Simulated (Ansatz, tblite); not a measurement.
Spin states of Cu2O2⁻ (the lowest doublet isomer of a short search), each relaxed with PBE0-D4/def2-SVPD in Ansatz. Electronic energies in the gas phase.

The xTB rows come from tblite. LC-ωPBE has ω = 0.4 bohr⁻¹. Correlated methods freeze 20 core orbitals. The structure comes from a short search, and lower isomers may exist.

Doublet geometry (Cs within 0.1 Å):

```
atom    x (Å)    y (Å)    z (Å)
 Cu1  -0.4024  -0.3351   0.3372
 Cu2   1.1377   1.0555  -1.1305
  O3   1.3329   0.1927   0.3894
  O4  -2.0682  -0.9131   0.4039
```

Quartet geometry (Cs within 0.1 Å):

Cartesian coordinates in Å:
```
Cu -0.6052 -0.2440 0.1617
Cu 1.8444 0.7303 -0.5945
O 0.8222 0.4774 0.9078
O -2.0614 -0.9637 -0.4750
```

⟨S²⟩: doublet 0.77 at PBE0-D4/def2-TZVPD (pure 0.75), quartet 3.79 at PBE0-D4/def2-TZVPD (pure 3.75).

Run but left out: HF/STO-3G, HF/def2-TZVPD, MP2/def2-TZVPD (doublet: ⟨S²⟩ 1.74 to 3.82, where a pure state has 0.75); HF/def2-SVPD, MP2/def2-SVPD, CCSD/def2-SVPD, CCSD(T)/def2-SVPD (flagged by the program: other amplitudes).

Only these spin states were relaxed. Higher spins weren't run and may lie lower.

| level | quartet − doublet (kJ/mol) | lowest of these | remarks |
| --- | --- | --- | --- |
| GFN1-xTB | 218.8 | doublet | – |
| PBE-D4/def2-TZVPD | 41.5 | doublet | HOMO above zero (doublet), HOMO above zero (quartet), spin-contaminated (⟨S²⟩ 0.88) (doublet) |
| r2SCAN-D4/def2-TZVPD | 34.2 | doublet | HOMO above zero (quartet), spin-contaminated (⟨S²⟩ 0.99) (doublet) |
| B97M-V/def2-TZVPD | 55.0 | doublet | HOMO above zero (quartet), spin-contaminated (⟨S²⟩ 0.83) (doublet) |
| PBE0-D4/def2-TZVPD | 57.3 | doublet | – |
| BHLYP-D4/def2-TZVPD | 48.8 | doublet | – |
| LC-ωPBE/def2-TZVPD | 65.6 | doublet | – |
| RPA@PBE/def2-TZVPD | 38.9 | doublet | spin-contaminated (⟨S²⟩ 0.88) (doublet) |

Change of the quartet − doublet gap on mixing in exact exchange, in kJ/mol: PBE to PBE0 (25 % exact exchange) 15.8.

The xTB methods have no term that favours high spin, so they put low spin too low.
